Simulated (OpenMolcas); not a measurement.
## Mo4+: ligand-field states by method

Mo4+ with its 6 nearest chloride ions at 2.483 Å, on the Y site of Cs2NaYCl6 (a = 10.7396 Å, distance in the model lattice 2.619 Å). The rest of the host is ab initio model potentials to 7.6 Å, with orthogonalisation functions on the cations behind the ligands, and point charges beyond; the distance is set by hand and nothing relaxes, and no local charge compensation is placed. Ligand basis ANO-RCC-VDZP.

```yaml
Program: OpenMolcas
Basis: ANO-RCC-VTZP [7s6p4d2f1g]
Scalar_Hamiltonian: DKH2, point nucleus
Active_space: 2 electrons in 5 orbitals (4d)
State_averaging: 2S+1 = 3 even, 10 roots; 2S+1 = 1 even, 15 roots
Spin-orbit_coupling: RASSI with atomic mean-field integrals over the reference wave functions
```

I. CASSCF
II. SS-CASPT2, IPEA 0.25 Eh, imaginary shift 0.1 Eh (closed shells correlated: 4s 4p and the ligand valence shells)

Spin-free states (labels of O, the rotations of Oh) in cm-1, each column counted from its own energy of the first state listed:

| State | Degeneracy | I | II |
| --- | --- | --- | --- |
| 3T1 | 3 | 0 | 0 |
| 1T2 | 3 | 9719 | 5890 |
| 1E | 2 | 10002 | 6300 |
| 3T2 | 3 | 19497 | 22620 |
| 1A1 | 1 | 21846 | 15420 |
| 3T1 | 3 | 27515 | 28300 |

From I to II, I's first state of the same spin (3T2) moves from 19497 to 22620 cm-1, by about +3100 cm-1.

From I to II, I's first state of another spin (1T2) moves from 9719 to 5890 cm-1, by about -3800 cm-1.

I: A least-squares ligand-field fit to the states below 45000 cm-1, each weighted by its degeneracy and with a free common offset, gives 10Dq = 20285 cm-1, B = 624 cm-1 and C = 2555 cm-1 (C/B = 4.09), with an rms deviation of 478 cm-1. The same method and metal basis give the free ion B = 861 cm-1 (fit to its terms below 60000 cm-1, rms deviation 23 cm-1), so the nephelauxetic ratio is β = 624 / 861 = 0.72; it hangs on how both fits weigh the states, and computed free-ion B values tend to be too large, so β mixes covalency with correlation.

χT at 300 K: I 0.40, II 0.39 cm3 K/mol.

Roots that are degenerate in the reference are averaged as groups; the widest CASPT2 spread within a group is 100 cm-1 (the 3-fold group of multiplicity 1 near 30300 cm-1 above the lowest state of its run, II). Shifts and gaps below about the spread of the groups concerned are not significant. Over all roots computed the reference weight is 0.64 to 0.65 in II; a low but even weight reflects the number of correlated electrons. An orbital triplet at a regular site is open to Jahn-Teller coupling, which can distort the site and quench the lowest spin-orbit gaps and is left out. The least metal-like active orbital is 73 % on the metal (Löwdin) and no ligand orbital is active, so the numbers are rough. Ligand-to-metal charge-transfer states are missing. With no ligand orbital active B as a rule stays too high, so bands that hang on it stand too high and its fall with covalency is understated. Without dynamic correlation the repulsion within the d shell is too large (B by tens of per cent), so at a given field states of lower spin stand too high (holds for I). With metal d orbitals alone the field can be off either way by tens of per cent (holds for I). With one d shell and no ligand orbital active, 10Dq can be off by a tenth or more (holds for II). No measured value stands beside these numbers; the geometry was set by hand and not optimised.
